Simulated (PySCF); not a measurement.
## A computed series [MF2]+

Computed with PySCF 2.14.0, PBE0, def2-SVP on the ligands, density fitting, scalar-relativistic core potentials, no spin-orbit coupling, vacuum. Each member is relaxed from one template within its symmetry. Distances are means of the shortest metal–ligand contacts, charges and spins Mulliken's; removal energies are rigid, with the ligand's formal charge and no counterpoise, so too large; for an anion taken off a cation in vacuum most of it is the attraction of opposite charges, and multiply charged cations can part far more cheaply with an electron moved from ligand to metal. lcecp potentials hold a fixed number of 4f electrons in the core, out of states, spins and gaps.

```json
{"metal": "La", "basis on the metal": "lcecp-1-SVP with ECP46", "point group": "C2v", "M–F (Å)": "2.039", "charge on M (e)": "1.74", "removal of one F (eV)": "16.87", "strongest infrared band, degenerate modes summed (cm⁻¹)": "632", "unstable modes (below −25 cm⁻¹)": "0"}
{"metal": "Tb", "basis on the metal": "lcecp-1-SVP with ECP54", "point group": "C2v", "M–F (Å)": "1.939", "charge on M (e)": "1.66", "removal of one F (eV)": "17.68", "strongest infrared band, degenerate modes summed (cm⁻¹)": "660", "unstable modes (below −25 cm⁻¹)": "0"}
```

Problem. Order these by the M–F distance, lowest first.
A. Er, lcecp-1-SVP with ECP57
B. Pr, lcecp-1-SVP with ECP48
C. Sm, lcecp-1-SVP with ECP51
D. Bi, def2-SVP with ECP60
E. Lu, lcecp-1-SVP with ECP60

Solution. E (1.892), A (1.909), C (1.971), D (1.975), B (2.009).

Problem. What else do they give?

Solution. 
```tsv
metal	basis on the metal	point group	M–F (Å)	charge on M (e)	removal of one F (eV)	strongest infrared band, degenerate modes summed (cm⁻¹)	unstable modes (below −25 cm⁻¹)
Pr	lcecp-1-SVP with ECP48	C2v	2.009	1.69	17.11	631	0
Sm	lcecp-1-SVP with ECP51	C2v	1.971	1.67	17.40	644	0
Er	lcecp-1-SVP with ECP57	C2v	1.909	1.65	17.95	670	0
Lu	lcecp-1-SVP with ECP60	C2v	1.892	1.62	18.18	679	0
Bi	def2-SVP with ECP60	C2v	1.975	1.69	18.36	670	0
```

From La to Lu the M–F distance shrinks by 0.15 Å, the lanthanide contraction, and the energy to remove one F rises by 1.31 eV.

One start shape was tried for each, so a minimum needn't be the lowest isomer.
